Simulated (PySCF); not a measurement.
# Relaxation of triplet PdOBr2

All numbers come from PySCF, UPBE0, basis Pd def2-SVP with ECP28, O def2-SVP, Br def2-SVP (scalar-relativistic core potentials, no spin–orbit coupling, density fitting). A (50,194) grid was used.

A hand-made T-shaped (ligand arrangement 2) start, of C2v symmetry, held to at least that symmetry:

Coordinates in bohr (charge 0 multiplicity 3):
```
Pd    0.0000    0.0000   -0.2751
O     0.0000    0.0000    3.0130
Br    4.4193    0.0000   -0.1207
Br   -4.4193    0.0000   -0.1207
```

Optimiser trace:
| step | E − E(last) (kJ/mol) | largest gradient (Eh/bohr) |
| --- | --- | --- |
| 0 | 49.91 | 0.02380 |
| 1 | 36.41 | 0.01483 |
| 2 | 23.55 | 0.01339 |
| 3 | 18.33 | 0.01643 |
| 4 | 9.12 | 0.01418 |
| 5 | 0.67 | 0.00261 |
| 6 | 0.00 | 0.00046 |
| 7 | 0.00 | 0.00007 |

It ends at C2v with Pd–Br 2.368 Å (×2), Pd–O 1.733 Å; Br–Pd–Br 144.8°, Br–Pd–O 107.6° (×2) (after a last refinement on a finer grid). A frequency run shows a minimum.

Open d and f shells are described by one determinant, and the ground state may have another occupation or spin.
